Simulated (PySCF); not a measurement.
Z-matrix (Å, degrees):
```
Ti
Cl 1 2.1711
Cl 1 2.1713 2 109.81
Br 1 2.3287 2 109.43 3 120.09
Br 1 2.3290 2 109.40 3 -120.20
```
Charge 0, spin multiplicity 1.

Problem. Predict the HOMO, HOMO–LUMO gap and charge on the central atom (Mulliken) from TPSSh-D3(BJ)/def2-TZVP // BP86-D3(BJ)/def2-SVP in PySCF.

Solution. 
```
Property                                 Result
-------------------------------------  --------
HOMO                                   -8.29 eV
HOMO–LUMO gap                           4.00 eV
charge on the central atom (Mulliken)    1.01 e
```
